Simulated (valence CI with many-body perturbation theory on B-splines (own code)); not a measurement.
## Hyperfine factors and g values of Ti XVI

Computed by valence CI with perturbative core correlation (CI+MBPT): five valence electrons over a frozen Dirac-Fock core [He], a basis of 11 s, 11 p, 10 d, 8 f, 5 g, 2 h functions for each j, with the one-electron correlation potential Σ1 (screened to all orders), the two-electron term Σ2, the three-electron term Σ3, Breit, model QED; selected single and double excitations, second order for the rest, scaled by the run's own slope (own B-spline code, finite nucleus).

No measured levels were compared; by estimate levels of excited configurations hold to 0.05 to 0.15 % of their energy, terms of the ground configuration to about 0.5 %. Among the levels kept, up to 5400 cm⁻¹ of a level comes from second order outside the variational space, and about a tenth of that is noise between levels of different J, which matters for small intervals.

A/g_I is the dipole constant over the nuclear g factor μ/I (μ in nuclear magnetons, uniformly magnetised nucleus), B/Q the quadrupole constant per barn. Both hold the static response of the core; the bare values leave it out. Large factors of s and p1/2 electrons are usually good to 5 to 10 %; those of open d and f shells near neutrality can be off by tens of per cent, and small factors of p3/2, d and f electrons come from cancelling terms and can be off by a factor of two or in sign, in half-filled shells by more. B is blank for J = 1/2, where it vanishes, and for nearly pure S terms. Energies count from the lowest level.

Names give the largest LS component (configuration and term), which can be under half, so a name can repeat, a term be missing and a line seem to break the LS rules; names also repeat where a configuration has a term twice. Letters in brackets count levels of one name in rising energy.

| Level | E (Ry) | g | A/g_I (MHz) | A/g_I bare | B/Q (MHz/b) | B/Q bare |
| --- | --- | --- | --- | --- | --- | --- |
| 2s²2p³ ⁴S°_3/2 | 0.000 | 1.973 | 878 | 3820 |  |  |
| 2s²2p³ ²D°_3/2 | 1.060 | 0.895 | 16100 | 16000 | 26800 | 27000 |
| 2s²2p³ ²D°_5/2 | 1.194 | 1.198 | 28700 | 29300 | -288 | -290 |
| 2s²2p³ ²P°_1/2 | 1.805 | 0.662 | 81600 | 80200 |  |  |
| 2s²2p³ ²P°_3/2 | 2.002 | 1.260 | 16300 | 17100 | -27800 | -28000 |
| 2s2p⁴ ⁴P_5/2 | 5.370 | 1.594 | 65200 | 65200 | 27700 | 27800 |
| 2s2p⁴ ⁴P_3/2 | 5.656 | 1.729 | 57800 | 58100 | -22500 | -22700 |
| 2s2p⁴ ⁴P_1/2 | 5.777 | 2.656 | 130000 | 130000 |  |  |
| 2s2p⁴ ²D_3/2 | 7.415 | 0.810 | -19200 | -17600 | -38800 | -39000 |
| 2s2p⁴ ²D_5/2 | 7.452 | 1.202 | 77700 | 76100 | -56100 | -56400 |
| 2s2p⁴ ²S_1/2 | 8.573 | 1.807 | 216000 | 209000 |  |  |
| 2s2p⁴ ²P_3/2 | 8.907 | 1.322 | -3100 | -556 | 27200 | 27400 |
| 2s2p⁴ ²P_1/2 | 9.308 | 0.867 | 94000 | 89800 |  |  |
| 2p⁵ ²P°_3/2 | 14.019 | 1.332 | 13400 | 15200 | -27400 | -27500 |
| 2p⁵ ²P°_1/2 | 14.477 | 0.662 | 81900 | 79700 |  |  |
| 2s²2p²3s ⁴P_1/2 | 43.520 | 2.507 | 49900 | 50500 |  |  |
| 2s²2p²3s ⁴P_3/2 | 43.755 | 1.717 | 18300 | 19200 | 21800 | 21900 |
| 2s²2p²3s ⁴P_5/2 | 43.975 | 1.567 | 32400 | 33200 | -23000 | -23200 |
| 2s²2p²3s ²P_1/2 | 44.003 | 0.834 | -5240 | -4590 |  |  |
| 2s²2p²3s ²P_3/2 | 44.248 | 1.256 | 21500 | 23000 | -17700 | -17800 |
| 2s²2p²3s ²D_5/2 | 44.837 | 1.230 | 34500 | 34300 | 51900 | 52200 |
| 2s²2p²3s ²D_3/2 | 44.870 | 0.887 | 14700 | 15300 | 30800 | 30900 |
| 2s²2p²3p ⁴D°_1/2 [a] | 44.981 | 0.976 | 19500 | 20100 |  |  |
| 2s²2p²3p ⁴D°_1/2 [b] | 45.175 | 1.109 | -3830 | -2570 |  |  |
| 2s²2p²3p ⁴D°_3/2 | 45.176 | 1.281 | 5790 | 6350 | 10200 | 10300 |
| 2s²2p²3p ⁴D°_5/2 | 45.387 | 1.387 | 5490 | 6420 | 15500 | 15600 |
| 2s²2p²3p ⁴P°_3/2 | 45.413 | 1.438 | 16400 | 17500 | -13300 | -13400 |
| 2s²2p²3p ⁴P°_1/2 | 45.468 | 2.459 | -17400 | -14100 |  |  |
| 2s²2p²3p ⁴P°_5/2 | 45.553 | 1.437 | 18400 | 19500 | -6860 | -6890 |
| 2s²2p²3p ⁴D°_7/2 | 45.596 | 1.408 | 15300 | 16200 | -16400 | -16500 |
| 2s²2p²3p ²D°_3/2 [a] | 45.622 | 1.034 | 23400 | 23200 | -13400 | -13500 |
| 2s²2p²3s ²S_1/2 | 45.786 | 1.994 | 68700 | 67000 |  |  |
| 2s²2p²3p ⁴S°_3/2 | 45.839 | 1.900 | 17700 | 19600 | 1170 | 1180 |
| 2s²2p²3p ²D°_5/2 [a] | 45.938 | 1.282 | 17700 | 18400 | -3820 | -3840 |
| 2s²2p²3p ²P°_3/2 [a] | 45.986 | 1.357 | 13900 | 15100 | 8680 | 8730 |
| 2s²2p²3p ²P°_1/2 [a] | 46.055 | 0.769 | 35800 | 35400 |  |  |
| 2s²2p²3p ²F°_5/2 | 46.434 | 0.925 | 22400 | 22400 | 41300 | 41500 |
| 2s²2p²3p ²F°_7/2 | 46.517 | 1.161 | 16800 | 17000 | 60300 | 60600 |
| 2s2p³3s ⁶S°_5/2 | 46.548 | 1.994 | 66600 | 67100 |  |  |
| 2s²2p²3p ²D°_3/2 [b] | 46.707 | 0.929 | 20900 | 20900 | 28000 | 28200 |

**Question.** Take the isotope of mass number 47, with I = 5/2, μ = -0.78814 μN and Q = 0.302 b. What is the hyperfine structure of 2s²2p³ ²D°_3/2?

**Answer.** From the table A = -5090 MHz, B = 8100 MHz. Shifts from the centre of gravity in MHz: F = 1: 32400, F = 2: 15700, F = 3: -3180, F = 4: -17100.
